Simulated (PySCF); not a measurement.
C4H10N, SMILES CN(C)C[CH2], multiplicity 2.

The structure is a stationary point at B3LYP-D3(BJ)/def2-SVP. The isomer is the one that the SMILES or the coordinates give; other isomers of the formula were not compared. One conformer was computed; it need not be the lowest.

Calculation: PBE0/def2-TZVP in PySCF.

Gas-phase values at a fixed geometry.

```json
{
 "total_energy": "-212.92961 hartree",
 "α spin, highest occupied and lowest empty level": "-6.03 and 1.26 eV",
 "β spin, highest occupied and lowest empty level": "-6.16 and -1.24 eV",
 "dipole_moment": "0.53 D",
 "quadrupole, principal values (traceless, Buckingham form, about the centre of nuclear charge)": "-2.53, 0.67, 1.86 D·Å",
 "mean_static_polarisability": "59.6 bohr³ (8.84 Å³)",
 "polarisability_principal_values": "53.6, 58.3, 67.0 bohr³",
 "⟨S²⟩": "0.755 (pure state 0.75)"
}
```
